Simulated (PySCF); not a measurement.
## Steps of a relaxation of Er(SH)3

Er(SH)3 (singlet in the valence; each metal's 4f electrons, 11 of them, lie in its core potential, out of spins and levels; a saddle point, relaxed within its symmetry). PySCF 2.14.0, RKS B3LYP, Er lcecp-1-SVP with ECP57, S def2-SVP, H def2-SVP; non-relativistic Hamiltonian with scalar-relativistic core potentials where named; density fitting; no spin-orbit coupling. Origin of the start: template. Columns: position (Å) and force (eV/Å). Energies are counted from the last step; some of the 14 steps are shown. Forces carry noise of the integration grid, about 0.01 to 0.03 eV/Å.

Run from Python with OMP_NUM_THREADS=2. Where DIIS fails, smearing, a level shift and second-order steps follow.
It took 120 s on 2 threads of Intel(R) Xeon(R) Platinum 8259CL CPU @ 2.50GHz (Skylake/Cascade Lake) (shared host), from the converged density of the start.

```xyz
7
step 0  E = 0.259 eV
Er    0.0000    0.0000   -0.0148     0.01    0.00    0.05
S     2.6814    0.0000   -0.0148    -0.80    0.00   -0.37
H     3.0114    0.0000    1.2852    -0.04    0.00    0.35
S    -1.3407    2.3221   -0.0148     0.40   -0.69   -0.37
H    -1.5057    2.6079    1.2852     0.02   -0.03    0.35
S    -1.3407   -2.3222   -0.0148     0.40    0.69   -0.37
H    -1.5057   -2.6079    1.2852     0.02    0.03    0.35
```

```xyz
7
step 4  E = 0.064 eV
Er    0.0000    0.0000   -0.4937     0.00    0.00    0.26
S     2.5515    0.0000    0.0305    -0.17    0.00    0.32
H     2.6030    0.0000    1.3994    -0.12    0.00   -0.41
S    -1.2758    2.2096    0.0305     0.08   -0.15    0.32
H    -1.3015    2.2543    1.3994     0.06   -0.10   -0.41
S    -1.2757   -2.2097    0.0305     0.08    0.15    0.32
H    -1.3015   -2.2543    1.3994     0.06    0.10   -0.41
```

```xyz
7
step 9  E = 0.002 eV
Er    0.0000    0.0000   -0.6666     0.01    0.00    0.03
S     2.4598    0.0000    0.0758     0.06    0.00    0.03
H     2.2265    0.0000    1.4118    -0.02    0.00   -0.04
S    -1.2299    2.1302    0.0758    -0.03    0.06    0.03
H    -1.1133    1.9282    1.4118     0.01   -0.02   -0.04
S    -1.2299   -2.1303    0.0758    -0.03   -0.06    0.03
H    -1.1132   -1.9282    1.4118     0.01    0.02   -0.04
```

Problem. Where does the relaxation end?

Solution. It converges at step 13 in C3v:
```xyz
7
step 13  E = 0
Er    0.0000    0.0000   -0.6532
S     2.4691    0.0000    0.0779
H     2.1955    0.0000    1.4052
S    -1.2346    2.1383    0.0779
H    -1.0978    1.9013    1.4052
S    -1.2345   -2.1383    0.0779
H    -1.0977   -1.9013    1.4052
```

Problem. How did the contacts change?

Solution. 
```csv
contact,start (Å),end (Å)
Er1–S2 (SH),2.681,2.575
Er1–S4 (SH),2.681,2.575
Er1–S6 (SH),2.681,2.575
```


An lcecp potential fixes the number of 4f electrons, so in runs with it no electron can move into or out of that shell.
